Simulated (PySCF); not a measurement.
C9H7NS, SMILES c1ccc(-c2cncs2)cc1.

Geometry optimised at PBE0-D3(BJ)/def2-SVP. One conformer was computed; it need not be the lowest.

The numbers are results of PBE0-D3(BJ)/def2-SVP (PySCF), not measurements.

Frequencies are harmonic and unscaled.

Computed vibrational spectrum:
| mode | ν (cm⁻¹) | IR (km/mol) | moving atoms (share of kinetic energy) |
|---|---|---|---|
| 1 | 41 | 0.2 | C 52 %, S 25 %, H 14 %, N 10 % |
| 2 | 105 | 0.3 | C 75 %, H 13 %, N 8 % |
| 3 | 137 | 0.4 | C 61 %, S 16 %, H 13 %, N 10 % |
| 4 | 272 | 0.2 | C 71 %, H 16 %, S 12 % |
| 5 | 321 | 0.0 | C 66 %, S 19 %, N 9 % |
| 6 | 382 | 0.9 | C 60 %, S 21 %, H 12 % |
| 7 | 415 | 0.0 | C 71 %, H 29 % |
| 8 | 484 | 2.9 | C 70 %, H 18 %, S 10 % |
| 9 | 577 | 8.1 | C 65 %, H 17 %, N 14 % |
| 10 | 629 | 1.2 | C 85 %, H 10 % |
| 11 | 636 | 3.9 | C 53 %, S 20 %, N 15 %, H 12 % |
| 12 | 639 | 4.0 | C 55 %, N 19 %, H 15 %, S 11 % |
| 13 | 711 | 3.8 | C 64 %, S 18 %, N 10 % |
| 14 | 717 | 37.3 | H 57 %, C 42 % |
| 15 | 774 | 2.2 | C 54 %, S 22 %, N 17 % |
| 16 | 790 | 20.4 | C 52 %, H 47 % |
| 17 | 803 | 34.7 | H 80 %, C 19 % |
| 18 | 861 | 0.1 | H 78 %, C 22 % |
| 19 | 887 | 31.9 | C 59 %, N 19 %, H 18 % |
| 20 | 892 | 6.3 | H 63 %, C 35 % |
| 21 | 946 | 2.0 | H 64 %, C 36 % |
| 22 | 996 | 6.5 | C 87 % |
| 23 | 1002 | 0.0 | H 70 %, C 30 % |
| 24 | 1021 | 0.6 | C 86 %, H 12 % |
| 25 | 1026 | 0.1 | H 73 %, C 27 % |
| 26 | 1066 | 2.6 | C 51 %, H 49 % |
| 27 | 1110 | 7.1 | H 66 %, C 34 % |
| 28 | 1171 | 1.1 | H 91 %, C 9 % |
| 29 | 1176 | 14.6 | H 61 %, C 32 % |
| 30 | 1197 | 0.0 | H 90 %, C 10 % |
| 31 | 1241 | 13.1 | H 69 %, C 29 % |
| 32 | 1292 | 0.9 | C 61 %, H 37 % |
| 33 | 1332 | 3.9 | H 60 %, C 39 % |
| 34 | 1367 | 6.3 | C 48 %, H 32 %, N 20 % |
| 35 | 1400 | 0.4 | C 89 % |
| 36 | 1484 | 3.0 | C 66 %, H 29 % |
| 37 | 1504 | 31.5 | C 65 %, N 20 %, H 15 % |
| 38 | 1538 | 17.5 | C 61 %, H 24 %, N 15 % |
| 39 | 1601 | 10.3 | C 82 %, N 9 %, H 9 % |
| 40 | 1660 | 2.4 | C 92 %, H 8 % |
| 41 | 1691 | 6.7 | C 92 % |
| 42 | 3201 | 3.8 | H 92 %, C 8 % |
| 43 | 3208 | 0.1 | H 92 %, C 8 % |
| 44 | 3217 | 4.8 | H 92 %, C 8 % |
| 45 | 3225 | 9.5 | H 91 %, C 9 % |
| 46 | 3232 | 5.5 | H 91 %, C 9 % |
| 47 | 3238 | 3.1 | H 91 %, C 9 % |
| 48 | 3243 | 2.4 | H 91 %, C 9 % |
